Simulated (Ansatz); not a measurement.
Ansatz (a program for electronic structure) input (CCSD(T)/6-31G):

Ansatz 0.2 input:
```yaml
crystal:
  periodic: [false, false, false]
  atoms:
    - {symbol: C, position_ang: [1.86967051, -0.35672415, -0.09259912]}
    - {symbol: O, position_ang: [0.52687598, -0.65324620, -0.44378162]}
    - {symbol: B, position_ang: [-0.52162801, 0.09960275, 0.03295591]}
    - {symbol: N, position_ang: [-0.30730834, 1.16602443, 1.00876707]}
    - {symbol: N, position_ang: [-1.82476142, -0.24005921, -0.38068831]}
    - {symbol: H, position_ang: [2.18889495, 0.60154532, -0.51373481]}
    - {symbol: H, position_ang: [2.49870962, -1.14359824, -0.50628640]}
    - {symbol: H, position_ang: [2.00251930, -0.32673819, 0.99148591]}
    - {symbol: H, position_ang: [0.05371972, 2.03938483, 0.62242636]}
    - {symbol: H, position_ang: [-1.99568333, -0.99219470, -1.02539715]}
    - {symbol: H, position_ang: [-2.64856286, 0.20814503, -0.02397696]}
basis:
  gaussian:
    orbitals: 6-31G
magnetization: {spin_polarized: true, initial_magnetization: 1}
correlation: {method: ccsd_t, electrons: outside_noble_gas}
```

End of the output:

```
reference -6796.63285527 eV, -249.7716505080 hartree; 15, 14 occupied and 37, 38 virtual orbitals, 784 factors
second order -12.11862087 eV of doubles, -0.00000000 eV of singles
coupled cluster: 0.34 GiB planned
cycle   1  -13.19705419 eV  change   -1.3e-4 eV  update   1.2e-3
cycle   2  -13.19734109 eV  change   -2.9e-4 eV  update   9.3e-4
cycle   3  -13.19706585 eV  change    2.8e-4 eV  update   4.1e-4
cycle   4  -13.19745271 eV  change   -3.9e-4 eV  update   2.7e-4
cycle   5  -13.19780411 eV  change   -3.5e-4 eV  update   2.0e-4
cycle   6  -13.19776826 eV  change    3.6e-5 eV  update   1.6e-4
cycle   7  -13.19743994 eV  change    3.3e-4 eV  update   9.5e-5
cycle   8  -13.19743984 eV  change    1.0e-7 eV  update   5.0e-5
cycle   9  -13.19754547 eV  change   -1.1e-4 eV  update   2.6e-5
cycle  10  -13.19756757 eV  change   -2.2e-5 eV  update   9.5e-6
perturbative correction -0.28301535 eV, -0.0104006223 hartree
Total energy: -6810.11343819 eV, -250.2670527928 hartree
```

It need not be the lowest isomer of its formula.
